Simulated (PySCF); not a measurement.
CH5Si, SMILES C[SiH2], multiplicity 2.

Coordinates come from a PBE-D3(BJ)/def2-TZVP optimisation. The isomer is the one that the SMILES or the coordinates give; other isomers of the formula were not compared.

The numbers are results of PBE-D3(BJ)/def2-TZVP (PySCF 2.14.0), not measurements.

Frequencies are harmonic and unscaled.

Question: Estimate the vibrational spectrum. (The exact figures need the calculation; the answer reports its results.)

Answer: 
| mode | ν (cm⁻¹) | IR (km/mol) | moving atoms (share of kinetic energy) |
|---|---|---|---|
| 1 | 175 | 0.0 | H 99 % |
| 2 | 506 | 4.1 | H 98 % |
| 3 | 536 | 8.3 | H 95 % |
| 4 | 677 | 15.6 | C 52 %, Si 31 %, H 17 % |
| 5 | 806 | 53.0 | H 78 %, C 14 %, Si 8 % |
| 6 | 856 | 36.6 | H 76 %, C 18 % |
| 7 | 897 | 83.6 | H 94 % |
| 8 | 1224 | 6.6 | H 82 %, C 18 % |
| 9 | 1400 | 5.6 | H 96 % |
| 10 | 1405 | 4.9 | H 95 % |
| 11 | 2120 | 70.8 | H 98 % |
| 12 | 2146 | 124.6 | H 95 % |
| 13 | 2967 | 4.0 | H 97 % |
| 14 | 3044 | 2.8 | H 91 %, C 9 % |
| 15 | 3066 | 3.7 | H 91 %, C 9 % |
